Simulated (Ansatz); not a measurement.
Ansatz (an electronic-structure program) input:

Ansatz 0.2 input:
```yaml
crystal:
  periodic: [false, false, false]
  atoms:
    - {symbol: B, position_ang: [-0.23858232, -0.00199056, -1.32852059]}
    - {symbol: H, position_ang: [-0.34039407, 1.05302637, -1.89939799]}
    - {symbol: H, position_ang: [-0.34121778, -1.05871324, -1.89608599]}
    - {symbol: C, position_ang: [0.01327516, 0.00011076, 0.07392131]}
    - {symbol: O, position_ang: [0.22435906, 0.00187189, 1.24931988]}
basis:
  gaussian:
    orbitals: 6-31G*
total_charge: -1
magnetization: {spin_polarized: false}
correlation: {method: ccsd_t, electrons: outside_noble_gas}
```

### Question
What final total energy does it print?

### Answer
-138.94621 Eh (CCSD(T)/6-31G*).

It need not be the lowest isomer of its formula. Whether it binds its extra electron was not tested at this geometry.
